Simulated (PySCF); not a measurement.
H7NSi2, SMILES [SiH3]N[SiH3] (connectivity only; charge and spin as stated), charge -1, multiplicity 2. Coordinates come from a PBE0-D3(BJ)/def2-SVPD optimisation. The spin state was assumed, not searched.

All values below come from PBE0-D3(BJ)/def2-SVPD run with PySCF.

Harmonic wavenumbers (cm⁻¹): 83, 116, 152, 289, 372, 457, 545, 692, 728, 823, 872, 928, 936, 969, 987, 1031, 1085, 1631, 2007, 2058, 2105, 2116, 2151, 3624. Rotational constants (GHz): 22.99, 2.856, 2.680; symmetry number 1.

Q: Work out the zero-point energy and the ideal-gas rigid-rotor harmonic-oscillator thermochemistry at 298.15 K and 1 atm.

A: ZPE = ½ Σ hcν = ½ × 26758 cm⁻¹ = 38.25 kcal/mol. H − E(el) = 43.08 kcal/mol. Entropy in cal/(mol K): translation 38.95, rotation 25.02, vibration 15.05, spin 1.38, total 80.39. G − E(el) = 19.11 kcal/mol. Cp = 24.69 cal/(mol K). Modes under 150 cm⁻¹ make the vibrational entropy uncertain.
